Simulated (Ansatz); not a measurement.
Basis-set extrapolation for C6H6O2 (`C#CCOC(=O)C=C`) (PBE0-D4/def2-TZVP geometry, frozen core, Ansatz). Multiplicity 1, RHF reference.

```tsv
	def2-TZVPP	def2-QZVPP
HF	-380.498490	-380.514869
MP2 correlation	-1.393186	-1.490605
CCSD(T) correlation	-1.492098	not run
```

Energies in hartree. Use E(X) = E(∞) + A·exp(−7.88·√X) for Hartree–Fock and E(X) = E(∞) + B·X^(−2.97) for correlation, with X = 3 and 4, and add CCSD(T) minus MP2 of the smaller set to the MP2 limit.

Task: What is the CCSD(T) energy at the basis-set limit?

Result: HF limit: -380.514869 + (-0.016379) × 0.13774 = -380.51713. MP2 limit: -1.490605 + (-0.097419) × 0.74074 = -1.56277. Higher-order term: -1.492098 − (-1.393186) = -0.09891. Total: -382.17881 hartree, 494.2 kJ/mol below CCSD(T)/def2-TZVPP.
